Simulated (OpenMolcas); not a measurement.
# 4f10 along the 64-electron sequence

* Program: OpenMolcas
* Method: SS-CASPT2, IPEA 0.25 Eh, imaginary shift 0.1 Eh
* Basis: ANO-RCC-VTZP
* Scalar Hamiltonian: DKH2, point nucleus
* Spin-orbit coupling: state interaction with AMFI integrals over the reference wave functions, term energies averaged over their components

Active space for each ion: 10 electrons in 7 orbitals (4f); closed shells correlated by CASPT2: 5s 5p.

Computed levels in cm-1 above 5I8:

| Level | Dy2+ | Ho3+ | Er4+ |
| --- | --- | --- | --- |
| 5I7 | 4310 | 5160 | 6120 |
| 5I6 | 7370 | 8780 | 10330 |
| 5I5 | 9630 | 11440 | 13370 |
| 5I4 | 11420 | 13550 | 15840 |
| 5F5 | 14850 | 17150 | 18830 |
| 5S2 | 17090 | 19800 | 21890 |
| 5F4 | 17560 | 20380 | 22650 |
| 5F3 | 19290 | 22440 | 25080 |
| 3K8(1) | 19490 | 22490 | 24930 |
| weight of 5I in the lowest level (%) | 94 | 94 | 93 |

Mixed levels, with the weight of the term that names them: Dy2+ 5S2 (74 %), Ho3+ 5S2 (71 %), Er4+ 5S2 (66 %), Er4+ 3K8(1) (74 %).

The fine-structure level 5I4 changes by a factor of 1.39 from Dy2+ to Er4+. Its fourth root runs 10.34, 10.79, 11.22, with steps per unit of Z of 0.45, 0.43; equal steps would mean a (Z - σ)^4 law with constant σ.

5F5 changes by a factor of 1.27 over the same range, with steps per unit of Z of +2300, +1680 cm-1.

CASPT2 does not keep the components of a term degenerate, so their means are used; among the terms shown or strongly mixed into the levels shown the widest spread is 870 cm-1 (4f10 5I, Dy2+). High states are left out of the spin-orbit mixing, which shifts the levels that they would mix with. The CASPT2 spread within a term exceeds the gap to the next term for 4f10 5S and 4f10 5F, so the order of their levels is uncertain, and so are names and mixing where such terms share a J. Only configurations of the active space appear.

A number in round brackets counts repeated terms of one configuration in the order of the reference energies.
